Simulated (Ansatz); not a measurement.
`C[O][W](=[O])(=[S])[Cl]` + H₂O → `[O]=[W]([OH])(=[S])[Cl]` + CH₃OH at 700 K and 1 bar (formal hydrolysis of a W–O bond).

Gas-phase electronic energies from Ansatz, PBE0-D4/def2-TZVP geometries. CCSD(T)/CBS adds triple-zeta CCSD(T) − MP2 to the extrapolated MP2 energy (def2 sets, frozen cores). This one scheme is used for every species. Elements past krypton have def2 core potentials. For W outer-core shells are correlated without core-valence functions, which leaves a few kJ/mol of doubt a bond. Each species was taken in one conformer, which may not be the lowest.

| species | CCSD(T)/CBS energy (Eh) | H − E (kJ/mol) | S (J/(mol·K)) |
| --- | --- | --- | --- |
| `C[O][W](=[O])(=[S])[Cl]` | -1114.89876 | 207.7 | 521.7 |
| H₂O | -76.37941 | 80.5 | 218.4 |
| `[O]=[W]([OH])(=[S])[Cl]` | -1075.65295 | 116.2 | 449.9 |
| CH₃OH | -115.61712 | 170.8 | 288.5 |

H − E and S are ideal-gas, rigid-rotor, harmonic terms from PBE0-D4/def2-TZVP, for one conformer and one mirror image of each species. 1 Eh = 2625.50 kJ/mol, R = 8.31446 J/(mol·K).

Task: By hand: ΔE, ΔH, ΔS and ΔG.

Result: ΔE = (-1075.65295) + (-115.61712) − (-1114.89876) − (-76.37941) = 0.00810 Eh = 21.3 kJ/mol. Δ(H − E) = 116.2 + 170.8 − 207.7 − 80.5 = -1.2, so ΔH = 20.1 kJ/mol. ΔS = 449.9 + 288.5 − 521.7 − 218.4 = -1.7 J/(mol·K). ΔG = 20.1 − 700 × (-1.7)/1000 = 21.3 kJ/mol.

Task: By hand: the equilibrium constant, and the temperature at which ΔG would vanish if ΔH and ΔS stayed fixed.

Result: log₁₀ K = −ΔG/(RT ln 10) = -1.6. ΔH and −TΔS have one sign here, so there is no such temperature. One of them is within its doubt of zero, so this could turn.

The number of gas molecules stays the same, so ΔS is small and ΔH decides. A doubt of 5 kJ/mol in ΔE shifts log₁₀ K by 0.4 here. Other conformers and mirror images would add mixing entropy, several J/(mol·K) or more a flexible species. Modes under 60 cm⁻¹, often nearly free rotors, make the harmonic entropy too high. These are equilibria of isolated gas molecules and say nothing of rates. Largest T1 diagnostic: 0.022 (customary marks: 0.02 for closed shells, 0.045 for open ones).
